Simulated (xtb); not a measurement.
C2H6In, charge +1, singlet, from a rough starting geometry (GFN-xTB shapes and energies of metal compounds can be far from the true ones); GFN2-xTB (xtb).

xtb was given this input:
```
$ xtb mol.xyz --gfn 2 --chrg 1 --opt vtight --json

# file mol.xyz
9

In     0.01930272    -0.02759944     0.03263014
C      1.78977347     0.25208967    -1.45898909
H      2.40364574    -0.59187025    -1.33883082
H      2.27775185     1.16338356    -1.18515601
H      1.35612760     0.30213842    -2.43642285
C     -1.79813001    -0.30412956     1.44963025
H     -2.28207976    -1.25725790     1.14298406
H     -2.39101253     0.59933036     1.29719862
H     -1.40917752    -0.27814749     2.42845609
```

Q: Predict the main parts of the log of this xtb run.

A: 
```
   ID    Z sym.   atoms
    1   49 In     1
    2    6 C      2, 6
    3    1 H      3-5, 7-9

           -------------------------------------------------
          |                Calculation Setup                |
           -------------------------------------------------

           -------------------------------------------------
          |                 G F N 2 - x T B                 |
           -------------------------------------------------

          ...................................................
          :                      SETUP                      :
          :.................................................:
          :  # basis functions                  24          :
          :  # atomic orbitals                  23          :
          :  # shells                           13          :
          :  # electrons                        16          :
          :  max. iterations                   250          :
          :  Hamiltonian                  GFN2-xTB          :
          :  restarted?                      false          :
          :  GBSA solvation                  false          :
          :  PC potential                    false          :
          :  electronic temp.          300.0000000     K    :
          :  accuracy                    1.0000000          :
          :  -> integral cutoff          0.2500000E+02      :
          :  -> integral neglect         0.1000000E-07      :
          :  -> SCF convergence          0.1000000E-05 Eh   :
          :  -> wf. convergence          0.1000000E-03 e    :
          :  Broyden damping             0.4000000          :
          :  net charge                          1          :
          :  unpaired electrons                  0          :
          ...................................................

 iter      E             dE          RMSdq      gap      omega  full diag
   1     -8.1830776 -0.818308E+01  0.264E+01    2.23       0.0  T
   2     -8.2077441 -0.246665E-01  0.117E+01    2.29       1.0  T
   3     -8.1682944  0.394497E-01  0.663E+00    2.46       1.0  T
   4     -8.1790204 -0.107260E-01  0.428E+00    2.46       1.0  T
   5     -8.2108264 -0.318060E-01  0.997E-01    2.43       1.0  T
   6     -8.2108300 -0.359300E-05  0.575E-01    2.43       1.0  T
   7     -8.2108489 -0.189253E-04  0.262E-02    2.42       1.3  T
   8     -8.2108490 -0.441489E-07  0.138E-02    2.42       2.4  T
   9     -8.2108492 -0.188129E-06  0.527E-03    2.42       6.3  T
  10     -8.2108492 -0.198350E-07  0.862E-04    2.42      38.7  T
  11     -8.2108492 -0.175683E-09  0.158E-04    2.42     210.3  T

   *** convergence criteria satisfied after 11 iterations ***

         :::::::::::::::::::::::::::::::::::::::::::::::::::::
         ::                     SUMMARY                     ::
         :::::::::::::::::::::::::::::::::::::::::::::::::::::
         :: total energy              -8.091807600117 Eh    ::
         :: gradient norm              0.055995744168 Eh/a0 ::
         :: HOMO-LUMO gap              2.418743868348 eV    ::
         ::.................................................::
         :: SCC energy                -8.210847199388 Eh    ::
         :: -> isotropic ES            0.091499321327 Eh    ::
         :: -> anisotropic ES         -0.023501057185 Eh    ::
         :: -> anisotropic XC          0.005352594331 Eh    ::
         :: -> dispersion             -0.002591599081 Eh    ::
         :: repulsion energy           0.119039599272 Eh    ::
         :: add. restraining           0.000000000000 Eh    ::
         :: total charge               1.000000000000 e     ::
         :::::::::::::::::::::::::::::::::::::::::::::::::::::

      -----------------------------------------------------------
     |                   =====================                   |
     |                        A N C O P T                        |
     |                   =====================                   |
[...]
 * total energy  :    -8.0918076 Eh     change       -0.7218759E-10 Eh
 * total energy  :    -8.0951188 Eh     change       -0.3311184E-02 Eh
 * total energy  :    -8.0953432 Eh     change       -0.2244047E-03 Eh
 * total energy  :    -8.0954448 Eh     change       -0.1016596E-03 Eh
 * total energy  :    -8.0954700 Eh     change       -0.2510969E-04 Eh
 * total energy  :    -8.0954722 Eh     change       -0.2260612E-05 Eh
 * total energy  :    -8.0954734 Eh     change       -0.1169399E-05 Eh
 * total energy  :    -8.0954728 Eh     change        0.5950695E-06 Eh
 * total energy  :    -8.0954737 Eh     change       -0.8843528E-06 Eh
 * total energy  :    -8.0954737 Eh     change       -0.3583366E-08 Eh
   *** GEOMETRY OPTIMIZATION CONVERGED AFTER 10 ITERATIONS ***
         :: total energy              -8.095473684477 Eh    ::
[...]
         6        2.0000           -0.6490537             -17.6616
         7        2.0000           -0.6490509             -17.6616
         8        2.0000           -0.5773074             -15.7093 (HOMO)
         9                         -0.4827515             -13.1363 (LUMO)
        10                         -0.3402077              -9.2575
        11                         -0.3402060              -9.2575
        12                         -0.2252687              -6.1299
        13                         -0.2252653              -6.1298
        14                         -0.1574386              -4.2841
        15                         -0.1574372              -4.2841
        16                         -0.0534579              -1.4547
        17                         -0.0409765              -1.1150
        18                          0.0562906               1.5317
        19                          0.0562986               1.5320
       ...                                ...                  ...
        23                          0.5465812              14.8732
      -------------------------------------------------------------
                  HL-Gap            0.0945559 Eh            2.5730 eV
             Fermi-level           -0.5300294 Eh          -14.4228 eV

     #   Z          covCN         q      C6AA      α(0)
     1  49 In       1.655     0.415   361.334    42.612
     2   6 C        3.600    -0.157    24.211     7.118
     3   1 H        0.925     0.150     1.392     1.845
     4   1 H        0.925     0.150     1.392     1.845
     5   1 H        0.925     0.150     1.392     1.845
     6   6 C        3.600    -0.157    24.211     7.118
     7   1 H        0.925     0.150     1.392     1.845
     8   1 H        0.925     0.150     1.392     1.845
     9   1 H        0.925     0.150     1.392     1.845

 Mol. C6AA /au·bohr⁶  :       1257.312185
 Mol. C8AA /au·bohr⁸  :      93367.785471
 Mol. α(0) /au        :         67.917652

Wiberg/Mayer (AO) data.
largest (>0.10) Wiberg bond orders for each atom

 ---------------------------------------------------------------------------
     #   Z sym  total        # sym  WBO       # sym  WBO       # sym  WBO
 ---------------------------------------------------------------------------
     1  49 In   1.936 --     2 C    0.783     6 C    0.783
     2   6 C    3.971 --     4 H    0.910     5 H    0.910     3 H    0.910
                             1 In   0.783     6 C    0.442
     3   1 H    0.977 --     2 C    0.910
     4   1 H    0.977 --     2 C    0.910
     5   1 H    0.977 --     2 C    0.910
     6   6 C    3.971 --     7 H    0.910     8 H    0.910     9 H    0.910
                             1 In   0.783     2 C    0.442
     7   1 H    0.977 --     6 C    0.910
     8   1 H    0.977 --     6 C    0.910
     9   1 H    0.977 --     6 C    0.910
 ---------------------------------------------------------------------------

Topologies differ in total number of bonds
Writing topology from bond orders to xtbtopo.mol

molecular dipole:
                 x           y           z       tot (Debye)
 q only:       -0.007      -0.030      -0.014
   full:       -0.007      -0.030      -0.014       0.086
molecular quadrupole (traceless):
                xx          xy          yy          xz          yz          zz
 q only:        5.580       1.898      -6.817     -10.283      -1.538       1.237
  q+dip:        5.807       1.975      -7.094     -10.700      -1.601       1.287
   full:        3.013       1.025      -3.680      -5.552      -0.831       0.667

optimized geometry written to: xtbopt.xyz

           -------------------------------------------------
          | TOTAL ENERGY               -8.095473684477 Eh   |
          | GRADIENT NORM               0.000047456039 Eh/α |
          | HOMO-LUMO GAP               2.572998157895 eV   |
           -------------------------------------------------

normal termination of xtb
```
